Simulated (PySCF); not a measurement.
PySCF input for HO3S, SMILES O=S(=O)=[OH+], charge +1, TDA-PBE0/def2-SVPD. The structure is a stationary point at PBE-D3(BJ)/def2-SVP. The isomer is the one that the SMILES or the coordinates give; other isomers of the formula were not compared.

```python
import numpy as np
from pyscf import gto, scf, dft, tdscf

mol = gto.M(
    atom='''
    O    -1.36995460    0.60997420    0.00000000
    S    -0.10069772   -0.08447536    0.00000000
    O     0.25439494   -1.48059813    0.00000000
    O     1.19272383    0.81508652    0.00000000
    H     0.99385014    1.79590512    0.00000000
    ''',
    basis='def2-SVPD',
    charge=1,
    spin=0,
    symmetry=True,
    max_memory=1600,
    verbose=4,
)
mf = dft.RKS(mol, xc='pbe0').density_fit(auxbasis='def2-universal-jkfit')
mf.grids.level = 3
mf.conv_tol = 1e-9
mf.max_cycle = 100
mf.kernel()
mf.grids = dft.Grids(mol).set(level=1).build(with_non0tab=True)  # coarser grid for the response kernel
td = tdscf.TDA(mf)
td.singlet = True
td.nstates = 10
td.conv_tol = 1e-4
td.positive_eig_threshold = 1e-6
td.kernel(x0=td.get_init_guess(mf, 15))
td.analyze()
tt = tdscf.TDA(mf)
tt.singlet = False
tt.nstates = 4
tt.conv_tol = 1e-4
tt.positive_eig_threshold = 1e-6
tt.kernel(x0=tt.get_init_guess(mf, 9))
tt.analyze(verbose=3)
```

Output:

```
PySCF version 2.14.0

[INPUT] verbose = 4
[INPUT] num. atoms = 5
[INPUT] num. electrons = 40
[INPUT] charge = 1
[INPUT] spin (= nelec alpha-beta = 2S) = 0
[INPUT] symmetry True subgroup None
[INPUT] Mole.unit = angstrom
[INPUT] Symbol           X                Y                Z      unit          X                Y                Z       unit  Magmom
[INPUT]  1 O     -1.369954600000   0.609974200000   0.000000000000 AA   -2.588838997088   1.152684181051   0.000000000000 Bohr   0.0
[INPUT]  2 S     -0.100697720000  -0.084475360000   0.000000000000 AA   -0.190291112168  -0.159635294674   0.000000000000 Bohr   0.0
[INPUT]  3 O      0.254394940000  -1.480598130000   0.000000000000 AA    0.480736764075  -2.797924966243   0.000000000000 Bohr   0.0
[INPUT]  4 O      1.192723830000   0.815086520000   0.000000000000 AA    2.253921380942   1.540290290625   0.000000000000 Bohr   0.0
[INPUT]  5 H      0.993850140000   1.795905120000   0.000000000000 AA    1.878104573461   3.393768822504   0.000000000000 Bohr   0.0

nuclear repulsion = 187.433166225086
point group symmetry = Cs
symmetry origin: [-9.21817592e-10  3.68727053e-09  0.00000000e+00]
symmetry axis x: [ 1.00000000e+00 -2.86720972e-08  0.00000000e+00]
symmetry axis y: [2.86720972e-08 1.00000000e+00 0.00000000e+00]
symmetry axis z: [0. 0. 1.]
num. orbitals of irrep A' = 73
num. orbitals of irrep A" = 31
number of shells = 42
number of NR pGTOs = 154
number of NR cGTOs = 104
basis = def2-SVPD
ecp = {}


[settings echo left out]
init E= -624.73908202316
HOMO (A') = -0.435486487991203  LUMO (A") = -0.146821871780996  gap/eV = 7.85496
cycle= 1 E= -623.09712513157  delta_E= 1.64  |g|= 1.08  |ddm|= 2.83
HOMO (A') = -0.609308261283071  LUMO (A') = -0.44669249691266  gap/eV = 4.42500
cycle= 2 E= -622.394382347778  delta_E= 0.703  |g|= 2.21  |ddm|=  2.8
HOMO (A') = -0.683510707449898  LUMO (A") = -0.416706576820034  gap/eV = 7.26011
cycle= 3 E= -623.333409648755  delta_E= -0.939  |g|= 0.326  |ddm|= 1.94
HOMO (A') = -0.666391773356055  LUMO (A") = -0.398419274743637  gap/eV = 7.29190
cycle= 4 E= -623.350750462253  delta_E= -0.0173  |g|= 0.147  |ddm|= 0.345
HOMO (A') = -0.663489316439572  LUMO (A") = -0.390700253042565  gap/eV = 7.42297
cycle= 5 E= -623.354785201265  delta_E= -0.00403  |g|= 0.0351  |ddm|= 0.113
HOMO (A') = -0.666449238756691  LUMO (A") = -0.392453033839689  gap/eV = 7.45582
cycle= 6 E= -623.35490121806  delta_E= -0.000116  |g|= 0.0259  |ddm|= 0.0411
HOMO (A') = -0.667175860063914  LUMO (A") = -0.393121798563552  gap/eV = 7.45739
cycle= 7 E= -623.355035520137  delta_E= -0.000134  |g|= 0.00173  |ddm|= 0.0186
HOMO (A') = -0.666960003420409  LUMO (A") = -0.392777504642313  gap/eV = 7.46089
cycle= 8 E= -623.355036241489  delta_E= -7.21e-07  |g|= 0.000388  |ddm|= 0.00226
HOMO (A') = -0.667010277570396  LUMO (A") = -0.392821084355335  gap/eV = 7.46107
cycle= 9 E= -623.355036284857  delta_E= -4.34e-08  |g|= 6.35e-05  |ddm|= 0.000511
HOMO (A') = -0.667012405800652  LUMO (A") = -0.392825692817421  gap/eV = 7.46100
cycle= 10 E= -623.355036286572  delta_E= -1.72e-09  |g|= 1.59e-05  |ddm|= 0.000113
HOMO (A') = -0.667012766169597  LUMO (A") = -0.392825561786553  gap/eV = 7.46101
cycle= 11 E= -623.355036286643  delta_E= -7.06e-11  |g|= 3.87e-06  |ddm|= 2.23e-05
HOMO (A') = -0.667013185706198  LUMO (A") = -0.392825492587956  gap/eV = 7.46103
Extra cycle  E= -623.355036286632  delta_E= 1.05e-11  |g|= 8.85e-06  |ddm|= 1.08e-05
converged SCF energy = -623.355036286632
tot grids = 24328
Overwritten attributes  positive_eig_threshold  of <class 'pyscf.tdscf.rks.TDA'>


******** <class 'pyscf.tdscf.rks.TDA'> for <class 'pyscf.df.df_jk.DFSymAdaptedRKS'> ********
nstates = 10 singlet
deg_eia_thresh = 1.000e-03
wfnsym = None
conv_tol = 0.0001
eigh lindep = 1e-12
eigh level_shift = 0
eigh max_cycle = 100


Excitation energies (eV)
[5.21327305 5.69744544 6.0770573  6.31967888 6.69177099 6.74242066
 7.23734466 8.13494062 8.28543267 9.26620034]

** Singlet excitation energies and oscillator strengths **
Excited State   1:   A"      5.21327 eV    237.82 nm  f=0.0000
      20 -> 21        0.70514
Excited State   2:   A'      5.69745 eV    217.61 nm  f=0.0005
      19 -> 21        0.11136
      20 -> 22        0.69468
Excited State   3:   A"      6.07706 eV    204.02 nm  f=0.0000
      19 -> 22        0.70437
Excited State   4:   A"      6.31968 eV    196.19 nm  f=0.0001
      17 -> 21       -0.69990
Excited State   5:   A"      6.69177 eV    185.28 nm  f=0.0008
      18 -> 22       -0.69990
Excited State   6:   A'      6.74242 eV    183.89 nm  f=0.0012
      17 -> 22       -0.57377
      18 -> 21       -0.40115
Excited State   7:   A'      7.23734 eV    171.31 nm  f=0.0442
      15 -> 22       -0.11540
      16 -> 22       -0.31207
      19 -> 21        0.57824
      20 -> 23       -0.10832
      20 -> 24        0.11733
Excited State   8:   A'      8.13494 eV    152.41 nm  f=0.1439
      13 -> 22       -0.10816
      15 -> 22       -0.19089
      16 -> 22        0.17955
      17 -> 22        0.34567
      17 -> 24        0.10915
      18 -> 21       -0.49984
Excited State   9:   A"      8.28543 eV    149.64 nm  f=0.0004
      16 -> 21       -0.70391
Excited State  10:   A'      9.26620 eV    133.80 nm  f=0.1112
      15 -> 22       -0.15757
      16 -> 22        0.55805
      17 -> 22       -0.12963
      18 -> 21        0.15568
      19 -> 21        0.16221
      20 -> 23       -0.17156
      20 -> 24        0.18610

** Transition electric dipole moments (AU) **
state          X           Y           Z        Dip. S.      Osc.
  1         0.0000     -0.0000      0.0153      0.0002      0.0000
  2        -0.0065     -0.0624     -0.0000      0.0039      0.0005
  3         0.0000     -0.0000      0.0043      0.0000      0.0000
  4         0.0000      0.0000     -0.0224      0.0005      0.0001
  5        -0.0000      0.0000      0.0681      0.0046      0.0008
  6        -0.0397     -0.0757      0.0000      0.0073      0.0012
  7        -0.2890      0.4069     -0.0000      0.2491      0.0442
  8         0.5907      0.6108     -0.0000      0.7220      0.1439
  9        -0.0000     -0.0000     -0.0446      0.0020      0.0004
 10        -0.6605      0.2311      0.0000      0.4897      0.1112

** Transition velocity dipole moments (imaginary part, AU) **
state          X           Y           Z        Dip. S.      Osc.
  1         0.0000      0.0000     -0.0056      0.0000      0.0001
  2         0.0083     -0.0105     -0.0000      0.0002      0.0006
  3         0.0000     -0.0000     -0.0022      0.0000      0.0000
  4         0.0000      0.0000     -0.0007      0.0000      0.0000
  5        -0.0000      0.0000     -0.0195      0.0004      0.0010
  6        -0.0605     -0.0169     -0.0000      0.0039      0.0106
  7         0.0354     -0.0700     -0.0000      0.0062      0.0154
  8         0.0362      0.0532     -0.0000      0.0041      0.0092
  9        -0.0000     -0.0000      0.0120      0.0001      0.0003
 10        -0.0586      0.0253      0.0000      0.0041      0.0080

** Transition magnetic dipole moments (imaginary part, AU) **
state          X           Y           Z
  1        -0.2822     -0.1244     -0.0000
  2        -0.0000      0.0000      0.2351
  3         0.3174      0.1698      0.0000
  4        -0.4240      0.8546     -0.0000
  5         0.2422     -0.3193     -0.0000
  6         0.0000      0.0000      0.0053
  7        -0.0000      0.0000     -0.1571
  8         0.0000     -0.0000     -0.0995
  9        -0.8964     -0.7311      0.0000
 10        -0.0000      0.0000      0.0670


******** <class 'pyscf.tdscf.rks.TDA'> for <class 'pyscf.df.df_jk.DFSymAdaptedRKS'> ********
nstates = 4 triplet
deg_eia_thresh = 1.000e-03
wfnsym = None
conv_tol = 0.0001
eigh lindep = 1e-12
eigh level_shift = 0
eigh max_cycle = 100


Excitation energies (eV)
[4.60210777 4.68419602 5.07707885 5.49299623]

** Triplet excitation energies and oscillator strengths **
Excited State   1:   A'      4.60211 eV    269.41 nm  f=0.0000
Excited State   2:   A"      4.68420 eV    264.69 nm  f=0.0000
Excited State   3:   A'      5.07708 eV    244.20 nm  f=0.0000
Excited State   4:   A"      5.49300 eV    225.71 nm  f=0.0000
```

Self-consistency was reached.
